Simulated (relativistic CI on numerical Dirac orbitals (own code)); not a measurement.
**What each ingredient does to the levels of Zr³⁵⁺**

Base calculation: Dirac-Coulomb-Breit CI, orbitals from a KLI potential per configuration, model QED, unscaled Slater integrals.

Configurations in the expansion (outside the closed core 1s2): 2s²2p, 2s2p², 2p³, 2p²3s, 2p²3p, 2p²3d, 2s²3s, 2s²3p, 2s²3d, 2s2p3s, 2s2p3p, 2s2p3d, 2s²4s, 2s²4p, 2s²4d, 2s²4f, 2s2p4s, 2s2p4p, 2s2p4d, 2s2p4f, 2s²5s, 2s²5p, 2s²5d, 2s²5f, 2s²5g, 2s3s², 2s3s3p, 2s3s3d, 2s3p², 2s3p3d, 2s2p5s, 2s2p5p, 2p3s², 2s2p5d, 2s2p5f, 2s2p5g. Levels of other configurations are missing.

The lowest level and the first level of each name with at least 55 % of one term (blank where a level has no safe partner in the second run):

| Level | Base (eV) | Shift (eV) |
| --- | --- | --- |
| 2s²2p ²P°1/2 | 0.00 | 0.00 |
| 2s²2p ²P°3/2 | 96.60 | +0.02 |
| 2s2p² ⁴P1/2 | 102.71 | -0.38 |
| 2s2p² ⁴P3/2 | 170.77 | -0.45 |
| 2s2p² ⁴P5/2 | 192.47 | -0.28 |
| 2s2p² ²D3/2 | 230.28 | +0.12 |
| 2s2p² ²P1/2 | 237.05 | +0.14 |
| 2s2p² ²D5/2 | 287.39 | -0.15 |
| 2s2p² ²S1/2 | 339.22 | -0.20 |
| 2s2p² ²P3/2 | 340.70 | +0.27 |
| 2p³ ²D°5/2 | 440.20 | +0.14 |
| 2p³ ²P°1/2 | 468.37 | -0.01 |
| 2p³ ²P°3/2 | 547.73 | -0.02 |
| 2s²3s ²S1/2 | 2654.56 |  |
| 2s²3p ²P°1/2 | 2692.92 |  |
| 2s²3p ²P°3/2 | 2719.73 |  |
| 2s2p3s ⁴P°1/2 | 2729.52 |  |
| 2s2p3s ⁴P°3/2 | 2743.41 |  |
| 2s²3d ²D3/2 | 2753.41 |  |
| 2s2p3s ²P°1/2 | 2755.12 |  |
| 2s²3d ²D5/2 | 2761.91 |  |
| 2s2p3p ⁴D1/2 | 2762.29 |  |

At this charge energies of transitions that change n are usually good to better than 1 %, and those within a shell (Δn = 0) to a few per cent.

(1) One thing was changed in a second run, which moved the levels as shown. Which?
A. only the first 3 configurations
B. QED terms removed
C. Breit term removed

## Answers

(1) A. Only the first 3 configurations. With fewer configurations the levels that remain lose their mixing partners.

LS names give the leading component of a level, which can be under half, so a name can repeat, a term be missing and a line seem to break the LS rules.
